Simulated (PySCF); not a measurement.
Computed shifts of a molecule C3H9BO, PBE/pcSseg-1 in PySCF, GIAO, gas phase, atoms alike by connectivity averaged where their shifts nearly agree, in ppm (number of nuclei): ¹H: 5.77 (1), 4.03 (3), 1.42 (3), 1.03 (2). ¹³C: 57.9 (1), 17.2 (1), 13.5 (1). References: ¹¹B against BF3 (σ = 83.9 ppm); ¹H against TMS (σ = 31.49 ppm); ¹³C against TMS (σ = 182.0 ppm); ¹⁷O against H2O (σ = 334.3 ppm), references at their B3LYP-D3(BJ)/def2-TZVP geometries, non-relativistic. Geometry optimised at r2SCAN-D4/def2-SVP. One conformer was computed; it need not be the lowest.

Q: Which molecule gave these data?
A) CCCBO
B) CCB(C)O
C) BOC(C)C
D) CCBOC

A: D, CCBOC
